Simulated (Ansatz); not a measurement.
In20, relaxed as a singlet with RKS PBE-D4/def2-SVP in Ansatz, starting from a model built from a lattice or polyhedron. Force threshold 0.03 eV/Å.

In the def2 sets In takes a core potential; there is no spin–orbit coupling. Single mean-field runs in def2-SVP are fitted with def2-universal-jkfit. The restricted singlet is unstable towards broken spin symmetry in Hartree–Fock (as tested in another run); at PBE-D4/def2-SVP this wasn't settled. Another isomer (singlet) lies 0.34 eV lower at PBE0-D4/def2-TZVP; other spin states weren't run for this one.

Start:

```xyz
20

In    1.788    1.814   -5.180
In    1.274   -0.705   -3.390
In    0.729   -3.245   -1.600
In    0.180   -5.782    0.191
In   -0.609    1.812   -3.167
In   -1.157   -0.735   -1.367
In   -1.678   -3.252    0.422
In   -3.013    1.797   -1.100
In   -3.539   -0.701    0.642
In   -5.422    1.788    0.914
In    2.312    1.924   -2.104
In    1.789   -0.616   -0.284
In    1.269   -3.114    1.474
In   -0.069    1.927   -0.079
In   -0.601   -0.603    1.722
In   -2.464    1.906    1.969
In    2.901    2.043    1.017
In    2.386   -0.485    2.795
In    0.474    2.049    3.040
In    3.451    2.176    4.086
```

(1) Estimate the energy that the relaxation releases and the steps that it takes.

(2) Does the start keep its bonding and symmetry?

(3) Predict the relaxed structure.

Answers

(1) 39.2 kcal/mol, in 14 steps; 84 s on 4 threads of AMD EPYC 7R13 on a shared host and a share (37 GiB) of an NVIDIA H100 80GB HBM3. The force fell under the threshold at step 11, but the optimiser went on and released 0.004 eV more. No frequencies were taken in this run, so the end may be a saddle point.

(2) Bonds lost: In2–In12, In3–In7, In5–In11, In6–In8, In6–In15, In9–In16, In13–In15, In14–In19 (atoms count from 1). Point group Td at the start, C2 at the end, both within 0.05 Å.

(3) 
```xyz
20

In    1.290    1.787   -5.234
In    1.084   -0.958   -4.038
In    1.601   -3.186   -1.949
In    0.509   -5.592   -0.175
In   -1.332    1.556   -3.490
In   -0.676   -1.041   -1.620
In   -1.300   -2.919    0.853
In   -3.286    2.450   -1.275
In   -3.258   -0.539    0.097
In   -5.094    2.118    1.107
In    2.262    1.269   -1.981
In    1.706   -0.870    0.266
In    1.843   -3.539    1.572
In   -0.490    1.788   -0.510
In   -0.711   -0.031    1.916
In   -2.132    2.773    2.069
In    2.224    2.148    1.046
In    2.047   -1.020    3.355
In    0.391    2.077    3.727
In    3.323    1.730    4.265
```
Bond lengths (bridged metal pairs left out): 44 × In–In 2.97 to 3.39 Å.
